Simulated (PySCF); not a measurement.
Lowest empty level (eV) of eight silicon and germanium compounds: PBE beside ωB97X, computed with PySCF for isolated molecules in the bases named; differences from unrounded values. The eight are the first of their class met in an unordered collection, after screening for sound electronic states; none was chosen by its value. Each molecule has one DFT geometry for both levels.

```csv
molecule,basis,ωB97X,PBE,difference
"C₂H₈N₂OSi, SMILES N[Si@@H](/N=C\C)O",def2-TZVP,1.83,-1.54,-3.37
"C2H6OSi2, SMILES [SiH2]([SiH2]O)C#C",def2-TZVP,1.38,[?],[?]
"CH9NSi2, SMILES C[Si@@H](N)[SiH3]",def2-TZVP,2.13,-0.68,-2.81
"Si(AsH2)(F)2(H) (AsF2H3Si), SMILES F[SiH](F)[AsH2]",def2-TZVP,2.01,-0.99,-3.00
"C2H4F2Si, SMILES C=C(F)[SiH2]F",def2-TZVP,1.61,[?],[?]
"CH7NSi2, SMILES [SiH2]1CN[SiH2]1",def2-TZVP,1.85,-0.99,-2.84
"ethyl(prop-1-ynyl)silane (C5H10Si), SMILES CC#C[SiH2]CC",def2-TZVP,2.26,-0.70,-2.96
"C₄H₁₀OSi, SMILES C=C(CC)[SiH2]O",def2-TZVP,1.97,[?],[?]
```

**Question.** What belongs in the gaps? (Estimate from the structure and the level; the computed values follow.)

**Answer.** 
- C2H6OSi2, SMILES [SiH2]([SiH2]O)C#C, PBE: -1.57
- C2H6OSi2, SMILES [SiH2]([SiH2]O)C#C, difference: -2.95
- C₄H₁₀OSi, SMILES C=C(CC)[SiH2]O, PBE: -1.18
- C₄H₁₀OSi, SMILES C=C(CC)[SiH2]O, difference: -3.15
- C2H4F2Si, SMILES C=C(F)[SiH2]F, PBE: -1.58
- C2H4F2Si, SMILES C=C(F)[SiH2]F, difference: -3.18

PBE lies below ωB97X in 8 and above it in 0 of the eight; the mean signed difference is -3.03 and the largest -3.37 eV.
